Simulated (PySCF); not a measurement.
C3H10ClFSi2.
Atom-mapped SMILES: `[CH3:1][SiH2:2][C@H:3]([F:4])[SiH2:5][CH2:6][Cl:7]` (hydrogens: H8, H9, H10 on C1; H11, H12 on Si2; H13 on C3; H14, H15 on Si5; H16, H17 on C6)

Theory: TDDFT wB97X-D/def2-SVPD, vertical, gas phase, core orbitals frozen in the response in PySCF 2.14.0, density-fitted response routines. Geometry: GFN2-xTB, one conformer, isolated molecule. Torsions of this conformer, `[CH3:1][SiH2:2][C@H:3]([F:4])[SiH2:5][CH2:6][Cl:7]`: C1–Si2–C3–F4 -68°, Si2–C3–Si5–C6 52°, C3–Si5–C6–Cl7 -74°.

Kohn–Sham orbitals with the atoms that hold most of them (Löwdin shares over 4%, at most four atoms; ? is withheld):

| orbital | ε (eV) | atoms |
| --- | --- | --- |
| LUMO+2 | 2.16 | Cl7 24%, Si5 19%, C6 12%, H14 7% |
| LUMO+1 | 2.08 | Si2 24%, Si5 16%, C1 9%, C3 6% |
| LUMO | 1.84 | ? |
| HOMO | -9.90 | Cl7 31%, C3 15%, C6 12%, Si5 12% |
| HOMO-1 | -10.02 | ? |
| HOMO-2 | -10.45 | Cl7 66%, C6 10%, Si2 5% |
| HOMO-3 | -11.03 | Cl7 18%, F4 16%, C3 15%, Si2 14% |

Give the leading atoms of the LUMO.

Cl7 (bonded to C) 38%; C6 (bonded to Cl, Si and 2 H) 18%; Si5 (bonded to 2 C and 2 H) 16%; H14 (bonded to Si) 7%.

Give the leading atoms of the HOMO-1.

Cl7 (bonded to C) 22%; C3 (bonded to F, 2 Si and H) 18%; F4 (bonded to C) 12%; Si5 (bonded to 2 C and 2 H) 12%.

How does S1 compare with the orbital gap of 11.74 eV?

S1 is at 6.90 eV (f = 0.019), 4.84 eV below the gap, made of HOMO→LUMO (48%), HOMO-1→LUMO (28%). Without the coupling terms of the response equations the lowest excitation would equal the gap.

Next come S2 at 7.30 eV (f 0.0077), HOMO-2→LUMO (37%), HOMO-1→LUMO+4 (9%), HOMO→LUMO+4 (8%); S3 at 7.32 eV (f 0.0054), HOMO-2→LUMO (28%), HOMO→LUMO+4 (18%), HOMO-1→LUMO+4 (17%); S4 at 7.80 eV (f 0.047), HOMO→LUMO+2 (45%), HOMO→LUMO (20%), HOMO-1→LUMO+1 (8%); S5 at 7.81 eV (f 0.071), HOMO-1→LUMO+2 (30%), HOMO-1→LUMO (23%), HOMO→LUMO+1 (12%).

Löwdin shares depend on the basis, the more so with diffuse functions.

On an Intel Xeon at 2.70 GHz with one thread, no GPU, shared host with 64 logical CPUs at a one-minute load of 53, this took 1.7 min (with the writing of density and orbital grids) and 1.1 GiB of memory at its peak.
